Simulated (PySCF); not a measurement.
# Name the molecule from its bond curve

A diatomic of charge 0 contains Zn. Its doublet curve at TPSSh in a double-zeta basis (no relativity, PySCF), in eV from the separated fragments:

```csv
R (Å),E (eV)
2.528,-0.162
2.646,-0.210
2.764,-0.233
2.852,-0.239
2.940,-0.238
3.028,-0.233
3.146,-0.220
3.293,-0.199
3.469,-0.172
3.704,-0.137
```

The fit gives ωe = 185 cm⁻¹ and the rotational constant Bₑ = 0.3210 cm⁻¹.

Which atom is the partner?

The minimum lies at 2.882 Å, so the reduced mass is 16.8576 u Å² cm⁻¹/(Bₑ·Re²) = 6.323 u. With Zn at 63.93 u the partner weighs about 7.0 u: Li. The molecule is LiZn.

The state was picked by a PBE0 search and need not be the measured ground state.
